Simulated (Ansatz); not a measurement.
```xyz
8

C    -0.206   -0.544   -1.109
Sn    0.142    0.374    0.762
Cl   -1.009   -0.674    2.469
Cl    2.376    0.337    1.344
Cl   -0.515    2.588    0.777
H     0.139   -1.575   -1.057
H    -1.274   -0.510   -1.316
H     0.347    0.004   -1.870
```

Total charge 0; spin multiplicity 1. Sn takes the def2 core potential.

**Question.** List the PBE0/def2-TZVPP orbital energies in eV (Ansatz 0.2.0). (Best estimate.)

**Answer.** Computed: Occupied: -2767.55, -2767.55, -2767.55, -279.40, -259.38, -259.38, -259.38, -197.67, -197.67, -197.67, -197.52, -197.52, -197.52, -197.52, -197.52, -197.52, -141.79, -96.46, -96.46, -96.35, -30.33, -30.33, -30.19, -30.10, -30.10, -23.33, -22.61, -22.61, -20.54, -14.43, -12.70, -12.70, -11.00, -11.00, -10.71, -9.62, -9.62, -9.33, -9.33, -9.20, -9.08. Lowest empty: -2.00, 0.08, 0.08, 0.58, 2.03, 2.14, 2.14, 2.81.
